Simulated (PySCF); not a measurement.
**Electron affinity of Ag by level of theory**

Ag⁻ [Kr] 4d10 5s2 (1S) → Ag [Kr] 4d10 5s1 (2S), as a difference of total energies. All numbers are calculated (PySCF 2.14, scalar relativity by spin-free X2C-1e, in x2c-TZVPPall with one added diffuse shell each of s, p, d, f type (9s7p7d3f1g, 95 functions)). Correlated levels: valence: [Kr] frozen; valence and next inner shell: [Ar] 3d10 frozen. The calculations carry no spin-orbit coupling.

```tsv
method	electron affinity (eV)
UHF	0.091
LDA	1.604
PBE	1.347
PBE0	1.115
r2SCAN	1.216
r2SCAN0	1.080
BHandHLYP	1.008
M06-2X	1.231
wB97X	1.283
MP2 (valence)	1.057
SCS-MP2 (valence)	1.072
MP2 (valence and next inner shell)	1.099
SCS-MP2 (valence and next inner shell)	1.101
```

Problem. How much does correlation contribute at MP2 (valence and next inner shell)?

Solution. 1.099 − (0.091) = 1.008 eV, measured against UHF.

Errors of the correlated levels include the incompleteness of this basis and the frozen core.

In the anion the highest occupied orbital energy is positive at LDA, PBE, PBE0, r2SCAN, r2SCAN0, M06-2X, a self-interaction effect; the basis confines that electron, and the energy difference can still be sensible.

For comparison: 1.304 eV (measured; photodetachment measurements, as compiled on the Wikipedia data page of electron affinities).
